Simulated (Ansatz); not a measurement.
`C[NH][InH][F]` → `[F][InH2]` + `C=N` at 298.15 K and 1 bar (β-hydride elimination).

Calculated with Ansatz (gas phase, PBE0-D4/def2-TZVP geometries, no zero-point term in ΔE). CCSD(T)/CBS adds triple-zeta CCSD(T) − MP2 to the extrapolated MP2 energy (def2 sets, frozen cores). This one scheme is used for every species. def2 core potentials past Kr. For In outer-core shells are correlated without core-valence functions, which leaves a few kJ/mol of doubt a bond. One conformer a species, not always the lowest.

```tsv
species	CCSD(T)/CBS energy (Eh)	H − E (kJ/mol)	S (J/(mol·K))
`C[NH][InH][F]`	-385.38945	181.3	347.8
`[F][InH2]`	-290.81142	47.3	264.9
`C=N`	-94.52360	115.3	227.0
```

H − E and S are ideal-gas, rigid-rotor, harmonic terms from PBE0-D4/def2-TZVP, for one conformer and one mirror image of each species. 1 Eh = 2625.50 kJ/mol, R = 8.31446 J/(mol·K).

**Question.** By hand: ΔE, ΔH, ΔS and ΔG.

**Answer.** ΔE = (-290.81142) + (-94.52360) − (-385.38945) = 0.05443 Eh = 142.9 kJ/mol. Δ(H − E) = 47.3 + 115.3 − 181.3 = -18.7, so ΔH = 124.2 kJ/mol. ΔS = 264.9 + 227.0 − 347.8 = 144.1 J/(mol·K). ΔG = 124.2 − 298.15 × (144.1)/1000 = 81.2 kJ/mol.

**Question.** By hand: the equilibrium constant, and the temperature at which ΔG would vanish if ΔH and ΔS stayed fixed.

**Answer.** log₁₀ K = −ΔG/(RT ln 10) = -14.2. ΔG = 0 at ΔH/ΔS = 862 K.

The number of gas molecules changes by +1, which sets the sign of ΔS. A doubt of 5 kJ/mol in ΔE shifts log₁₀ K by 0.9 here. Other conformers and mirror images would add mixing entropy, several J/(mol·K) or more a flexible species. These are equilibria of isolated gas molecules and say nothing of rates. Largest T1 diagnostic: 0.016 (customary marks: 0.02 for closed shells, 0.045 for open ones).
